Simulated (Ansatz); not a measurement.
PBE exchange is replaced step by step with exact exchange (0 % is PBE, 25 % PBE0; no dispersion term), basis def2-SVPD, Ansatz. System: W₂S₄⁻ (the lowest doublet isomer of a short search). The state is a doublet with charge -1. Geometry: PBE-D4/def2-SVPD.

Geometry of the doublet:

```xyz
6

W    -0.8493   -0.7957    0.3510
W     0.3994    0.8007   -0.8248
S    -0.1303   -1.3087    2.3651
S     0.3866   -1.4576   -1.5694
S     2.1630    1.6145    0.2076
S    -1.9694    1.1469   -0.5294
```

In the def2 sets W takes a core potential; there is no spin–orbit coupling. At PBE0-D4/def2-SVPD, PBE with 40 % exact exchange/def2-SVPD the charge -1 doublet is spin-contaminated (final ⟨S²⟩ up to 1.19, 0.75 for a pure state). The structure comes from a short search, and lower isomers may exist.

HOMO and LUMO are taken over both spins.

```
exact exchange (%)  HOMO (eV)  LUMO (eV)  gap (eV)   ⟨S²⟩
                 0      -1.05      -0.80      0.26  0.753
                15      -1.57      -0.41      1.16  0.757
                25      -1.96      -0.13      1.83  0.878
                40      -2.65       0.26      2.92  1.186
```

Task: Estimate the row for 10 %.

Result: 
```
exact exchange (%)  HOMO (eV)  LUMO (eV)  gap (eV)   ⟨S²⟩
                10      -1.40      -0.54      0.85  0.755
```
